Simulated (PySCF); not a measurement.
## How methods differ on the ionisation energy of Mo(34+)

Mo(34+) [He] 2s2 2p4 (3P) → Mo(35+) [He] 2s2 2p3 (4S), as a difference of total energies. Calculation: PySCF 2.14, in an even-tempered Gaussian basis (20 s from 11 bohr⁻², ratio 2.2; 12 p from 15 bohr⁻², ratio 2.2; 6 d from 64 bohr⁻², ratio 2.4; 5 f from 97 bohr⁻², ratio 2.4; 4 g from 150 bohr⁻², ratio 2.4); scalar relativity by spin-free X2C-1e. Correlated levels: nothing frozen; virtual orbitals above 40 to 60 times the deepest correlated orbital energy dropped. The calculations carry no spin-orbit coupling.

| method | ionisation energy (eV) |
| --- | --- |
| UHF | 4629.3 |
| MP2 (all electrons) | 4630.9 |
| SCS-MP2 (all electrons) | 4631.1 |
| CCSD (all electrons) | 4630.9 |
| CCSD(T) (all electrons) | 4630.9 |

Spin-orbit coupling is strong in these open shells (close to jj coupling). The scalar numbers leave it out and a first-order estimate fails, so it can dominate the gap to the real levels.

For this ion Breit and QED terms and the two-electron picture change, all absent here, outweigh the differences among the correlated methods.

For comparison: 4618 ± 10 eV (semi-empirical (NIST evaluation); NIST Atomic Spectra Database, ionization energies).
